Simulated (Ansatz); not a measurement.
Stepwise reaction of `[F][Ti]([F])([Cl])[Cl]` with hydrogen chloride, as a gas-phase model of exchange steps in deposition or etching. ΔE in kJ/mol; ΔG adds harmonic PBE0-D4 terms to CCSD(T)/CBS, at 1 bar.

Calculated with Ansatz (gas phase, PBE0-D4/def2-TZVP geometries, no zero-point term in ΔE). CCSD(T)/CBS is the MP2 limit (def2-TZVPP, def2-QZVPP) plus CCSD(T) − MP2 in def2-TZVPP, frozen cores. This one scheme is used for every species. DFT in def2-TZVPP. B3LYP here is the variant with VWN-RPA as its local correlation; programs differ in this. For Ti outer-core shells are correlated without core-valence functions, which leaves a few kJ/mol of doubt a bond. Scalar relativity is left out up to krypton.

| step | reaction | PBE-D4 | B3LYP-D4 | ωB97M-V | CCSD(T)/CBS | ΔG(600 K) |
| --- | --- | --- | --- | --- | --- | --- |
| 1 | `[F][Ti]([F])([Cl])[Cl]` + HCl → `[F][Ti]([Cl])([Cl])[Cl]` + H–F | 20.9 | 20.7 | 25.4 | 9.5 | 17.5 |
| 2 | `[F][Ti]([Cl])([Cl])[Cl]` + HCl → `[Cl][Ti]([Cl])([Cl])[Cl]` + H–F | 20.0 | 19.6 | 24.6 | 6.7 | 19.6 |

(1) By hand: ΔE of the 2 steps together at CCSD(T)/CBS.

Results:

(1) (9.5) + (6.7) = 16.2 kJ/mol, or 8.1 kJ/mol a step.

In ΔE the steps differ by no more than 2.8 kJ/mol. All are uphill at CCSD(T)/CBS. ΔG lies between 17.5 and 19.6 kJ/mol a step. PBE-D4 differs from CCSD(T)/CBS by 11.4 to 13.3 kJ/mol a step. Isolated molecules leave out the surface, adducts and barriers. Largest T1 diagnostic: 0.025.
